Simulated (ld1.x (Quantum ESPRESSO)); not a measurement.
## Ge, RRKJ: configuration errors across variants

```json
{
 "Element": "Ge (Z = 32)",
 "Generator": "ld1.x (Quantum ESPRESSO) 7.5",
 "Type": "norm-conserving RRKJ (Kleinman–Bylander form)",
 "Functional": "PBE",
 "Relativity": "fully relativistic",
 "Frozen core": "[Ar]",
 "Valence charge": "14",
 "Reference configuration": "3d10 4s2 4p1.5 (charge +0.5)",
 "Partial waves": "4s (bound): rc 1.85 bohr; 4p (bound): rc 2.10 bohr; 3d (bound): rc 0.80 bohr",
 "Local potential": "all-electron potential smoothed inside 1.05 bohr (lloc = -1)",
 "Core correction": "a·sin(br)/r model core, default radius (core density twice the valence density)",
 "rho0": "0.01"
}
```

Open shells are filled in proportion to 2j + 1 (rel_dist='average').

All-electron excitation energies from the reference (eV): (1) 3d10 4s2 4p2 -2.803; (2) 3d10 4s2 4p1 4.643; (3) 3d10 4s2 4p0 20.085; (4) 3d10 4s0 4p0 101.219; (5) 3d10 4s1 4p2 13.356; (6) 3d9 4s2 4p3 26.817; (7) 3d10 4s1 4p0 54.876.

The default core radius of the base comes out at 0.29 bohr.

Tests that are not counted but printed errors over 1 eV. “local potential the d channel”: 3d9 4s2 4p3 (solver errors, printed error -2029 eV).

3 further variants failed, have other tests or another functional or relativity, and are left out.

A true bound ghost makes a file unfit for plane-wave use even where its test errors are small: the radial tests pick states by their node count and pass the ghost by. Where a test does run into it, the solver fails or the error is huge.

The file “local potential the d channel” misses its own reference levels by 0.4 eV.

Errors AE − PS in meV (a dash: test not solved or not reliable):

| change | (1) | (2) | (3) | (4) | (5) | (6) | (7) | bound ghosts |
| --- | --- | --- | --- | --- | --- | --- | --- | --- |
| base | +0.2 | +0.2 | -1.6 | -39 | -1.4 | -618 | -10 | s |
| type PAW; waves now 4s (bound): rcut 1.60, rcutus 1.85 bohr; 4s channel at -0.55 Ry: rcut 1.60, rcutus 1.85 bohr; 4p (bound): rcut 1.85, rcutus 2.10 bohr; 4p channel at 0.05 Ry: rcut 1.85, rcutus 2.10 bohr; 3d (bound): rcut 0.70, rcutus 0.80 bohr; 3d channel at 0.35 Ry: rcut 0.70, rcutus 0.80 bohr; local potential all-electron potential smoothed inside 1.10 bohr (lloc = -2); augmentation BESSEL, radius 0.75 bohr; rho0 0 | 0.0 | +0.7 | +8.1 | +99 | +0.9 | -43 | +37 | not determined |
| all radii but the core radius scaled by about 0.91 (s 1.68, p 1.90, d 0.72 bohr); local potential all-electron potential smoothed inside 0.96 bohr (lloc = -1) | +0.4 | +0.4 | -1.8 | -56 | +1.0 | -549 | -14 | s |
| local potential all-electron potential smoothed inside 1.54 bohr (lloc = -1) | +0.2 | +0.4 | +3.7 | -40 | -1.3 | -607 | +8.4 | none |
| local potential the d channel | +0.2 | +0.4 | +3.6 | -41 | -1.7 | – | +7.7 | s, p3/2, p1/2 |
| wave 3d (bound): rc 0.80 bohr becomes 3d (bound): rc 0.92 bohr | +0.2 | +0.2 | -1.5 | -35 | -1.3 | -590 | -8.9 | s |
| wave 4s (bound): rc 1.85 bohr becomes 4s (bound): rc 2.12 bohr | +0.2 | +0.2 | -1.3 | -63 | -3.9 | -611 | -12 | s |
| core correction a·sin(br)/r model core inside 0.42 bohr | +0.2 | +0.2 | -1.5 | -39 | -1.4 | -618 | -10 | s |
| local potential all-electron potential smoothed inside 1.82 bohr (lloc = -1) | +0.2 | +0.3 | +1.4 | -42 | -2.1 | -785 | -0.4 | none |

Question: Give the same row for: wave 4p (bound): rc 2.10 bohr becomes 4p (bound): rc 2.20 bohr.

Answer: +0.2, +0.3, -0.6, -36, -1.7, -609, -8.0; bound ghosts: s.
